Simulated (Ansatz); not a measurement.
Calculated with Ansatz (gas phase, PBE0-D4/def2-TZVP geometries, no zero-point term in ΔE). CCSD(T)/CBS adds triple-zeta CCSD(T) − MP2 to the extrapolated MP2 energy (def2 sets, frozen cores). This one scheme is used for every species. Functionals use def2-TZVPP. HSE06 is defined as in plane-wave codes. For Se outer-core shells are correlated without core-valence functions, which leaves a few kJ/mol of doubt a bond. Scalar relativity is left out up to krypton. One conformer a species, not always the lowest.

Consider the cleavage of the Al–Si bond: `[CH3][Al]([OH])[SiH2]F` + H₂Se → `[CH3][Al]([OH])[SeH]` + `F[SiH3]`.

Task: Is it downhill or uphill in electronic energy at CCSD(T)/CBS, and by how much? (An estimate is asked.)

Result: Computed: Downhill: ΔE = -32.1 kcal/mol.

Task: What do these levels give: HSE06-D4, CAM-B3LYP-D4, BLYP, LC-ωPBE, HF/def2-SVP, SCS-MP2/def2-QZVPP? (An estimate is asked.)

Result: Computed: HSE06-D4 -29.2, CAM-B3LYP-D4 -30.6, BLYP -28.4, LC-ωPBE -29.8, HF/def2-SVP -33.7, SCS-MP2/def2-QZVPP -34.0 kcal/mol.

Largest T1 diagnostic among the species: 0.012.

From r2SCAN to r2SCAN0 (25 % exact exchange), in def2-TZVPP and without D4, ΔE moves by −1.0 kcal/mol. At CCSD(T), def2-SVP lies +0.9 kcal/mol from the extrapolated value and def2-TZVPP +0.5 kcal/mol. Leaving LDA and LC-ωPBE aside and taking each functional with its dispersion term where it has one, the values, not all of them listed here, spread over 5.1 kcal/mol, from BHLYP-D4 to PBE-D4.
